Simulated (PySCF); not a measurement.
From one molecule to another.

First species: C₅H₁₄O₂Si₂.
InChI=1S/C5H14O2Si2/c1-8-7-5-2-3-9(6)4-5/h5-6,9H,2-4,8H2,1H3/t5-,9+/m1/s1

Second species: C4H9FO3Si.
Bonds: O1–C2 (double), C2–C3, C3–Si4, Si4–F5, C2–O6, O6–C7, C7–C8, C8–O9. Hydrogens: H10, H11 on C3; H12, H13 on Si4; H14, H15 on C7; H16, H17 on C8; H18 on O9.

Levels: PBE0/pcSseg-1 for HOMO energy, LUMO energy and HOMO–LUMO gap. Geometries: GFN2-xTB. All species are isolated and taken at one optimised geometry, non-relativistic unless stated; the electronic structure was computed with PySCF and density fitting.

Values for the first species:

| Item | Value |
| --- | --- |
| HOMO energy | -7.60 eV |
| LUMO energy | 0.66 eV |
| HOMO–LUMO gap | 8.26 eV |

(1) Estimate the same properties for the second species, and the change in each.

Answers

(1) 
| property | first | second | second less first |
| --- | --- | --- | --- |
| HOMO energy | -7.60 eV | -8.00 eV | -0.40 eV |
| LUMO energy | 0.66 eV | -0.22 eV | -0.88 eV |
| HOMO–LUMO gap | 8.26 eV | 7.78 eV | -0.48 eV |

One conformer stands for the species.
